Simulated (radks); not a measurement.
The numbers below are computed, except where a source is named.
Effect of the nuclear size on the potassium ion K2+, [Ne] 3s2 3p5. Code: a radial shooting solver on a logarithmic mesh with Libxc functionals. Model: Dirac Kohn-Sham, relativistic LDA (MacDonald-Vosko exchange, VWN5 correlation), spin-unpolarised, spherical densities, finite nucleus; open shells fill j = l - 1/2 first; Fermi nuclear charge, rms radius 3.4349 fm. The rms radius is varied about that value; shifts are against it.

| rms radius (fm) | total energy shift (eV) | density at nucleus (e/bohr^3) | 1s1/2 shift (meV) | 2s1/2 shift (meV) |
|---|---|---|---|---|
| 2.8441 | -0.00735 | 5164 | -3.09 | -0.239 |
| 3.1979 | -0.00311 | 5149 | -1.31 | -0.101 |
| 3.4349 | 0 | 5141 | 0.000 | 0.000 |
| 3.5517 | 0.00161 | 5137 | 0.679 | 0.052 |
| 3.8059 | 0.00531 | 5129 | 2.23 | 0.173 |

Slopes of the eigenvalues against <r^2> in GHz/fm^2, as finite differences over the two radii next to the reference (eigenvalue slopes, not the field-shift constants of lines): 1s1/2 201, 2s1/2 15.6.
